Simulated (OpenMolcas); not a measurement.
## Levels of Mo II by method

```json
{
 "Program": "OpenMolcas 26.06",
 "Basis": "ANO-RCC-VDZP [6s5p3d1f]",
 "Scalar Hamiltonian": "DKH2, point nucleus",
 "Active space": "5 electrons in 5 orbitals (4d)",
 "State averaging": "2S+1 = 6 even, 1 root; 2S+1 = 4 even, 24 roots; 2S+1 = 2 even, 75 roots (67 in the spin-orbit step)",
 "Spin-orbit coupling": "state interaction with AMFI integrals over the reference wave functions, term energies averaged over their components"
}
```

Methods on the same reference wave functions:
A. CASSCF
B. SS-CASPT2, IPEA 0.25 Eh, imaginary shift 0.1 Eh (closed shells correlated: 4s 4p)
C. MS-CASPT2, IPEA 0.25 Eh, imaginary shift 0.1 Eh (closed shells correlated: 4s 4p)

Energies in cm⁻¹ above 4d⁵ ⁶S_5/2, the measured ground level; measured values from NIST Handbook of Basic Atomic Spectroscopic Data.

```tsv
Level	A	B	C	Measured
4d⁵ ⁶S_5/2	0.0	0.0	0.0	0.0
4d⁵ ⁴G_5/2	20344	18140	18140	15199
4d⁵ ⁴G_7/2	20414	18230	18230	15331
4d⁵ ⁴G_11/2	20434	18260	18260	15447
4d⁵ ⁴G_9/2	20456	18280	18280	15428
4d⁵ ⁴P_5/2	23225	19290	19290	
4d⁵ ⁴P_3/2	23402	19470	19470	
4d⁵ ⁴P_1/2	23634	19720	19720	
4d⁵ ⁴D_7/2	25200	21100	21100	
4d⁵ ⁴D_1/2	25440	21360	21360	
4d⁵ ⁴D_3/2	25617	21550	21550	
4d⁵ ⁴D_5/2	25640	21580	21570	
4d⁵ ²I_11/2	29093	27070	27070	
4d⁵ ²I_13/2	29258	27280	27280	
4d⁵ ²D_5/2(1) [58 %]	32189	27540	27540	
4d⁵ ²D_3/2(1)	32889	28140	28140	
4d⁵ ⁴F_9/2	33887	29360	29360	
4d⁵ ⁴F_5/2	34084	29530	29540	
4d⁵ ⁴F_3/2	34549	29940	29940	
4d⁵ ²F_5/2(1) [51 %]	35304	30720	30700	
4d⁵ ²H_9/2 [58 %]	35601	31820	31820	
4d⁵ ²H_11/2	36182	32690	32690	
4d⁵ ²G_7/2(1)	36879	32580	32580	
4d⁵ ²G_9/2(1) [56 %]	37366	33300	33300
```

Deviations, from unrounded energies. A percentage is the sum of absolute deviations over the sum of measured energies, with the sign that they share, or ± where signs differ.

```tsv
Against measurement	Levels	A	B	C
mean absolute deviation (cm-1)	4	5100	2900	2900
other terms of the ground configuration (%)	4	+33.0	+18.7	+18.7
```

B, C lie about equally close to measurement and A furthest from it. The largest miss of C in the table is 4d⁵ ⁴G_5/2, by +2900 cm-1. The ranking rests on the paired levels alone, and a cruder setting can come out closer through cancelling errors.

Between B and C the level of the table that moves most is 4d⁵ ²F_5/2(1) [51 %], by 19 cm-1 (lowest in C, highest in B). Moves below CASPT2's spread within the term are not significant.

The two smallest mean deviations differ by little beside CASPT2's spread within terms, so their order carries little weight.

From A to B the spin-free energies of the other terms of 4d⁵ shown, above ⁶S, scale by factors of 0.84 to 0.93, as is usual when dynamic correlation screens the repulsion within a d or f shell.

The lowest spin-free term lies below A's lowest term by 0.268 hartree in B, 0.268 hartree in C.

Term energies are means over components that CASPT2 splits; among the terms shown or strongly mixed into the levels shown the widest spread is 990 cm-1 (4d⁵ ²I, C). Some high roots are left out of the spin-orbit mixing, which shifts the levels that they would mix with. Configurations with an s electron lie low at this charge and mix in, so terms can be misplaced. Without dynamic correlation excited terms often stand tens of per cent too high (terms of higher spin than the ground term too low), and those without a measured partner can miss by more than the paired ones (holds for A). The CASPT2 spread within a term exceeds the gap to the next term for 4d⁵ ²F(1) and 4d⁵ ⁴F, 4d⁵ ²H and 4d⁵ ²G(1), so the order of their levels is uncertain, and so are names and mixing where such terms share a J (holds for B; C). Some terms miss by over 15 % even with CASPT2, which points to a basis or an active space too small for the shells correlated (holds for B; C). Measured partners are found by configuration, term and J. A level has none where our copy of the source lacks it or the pairing is in doubt (some pairs that miss far off the trend of their configuration count as doubtful), and it then counts in no deviation. Levels of configurations outside the active space are missing. Levels that lie high or do not pair safely by name in every column are left out.

A share in square brackets marks a mixed level and gives the weight of the term that names it, the lowest over the columns. A number in round brackets counts repeated terms of one configuration in the order of the reference energies.
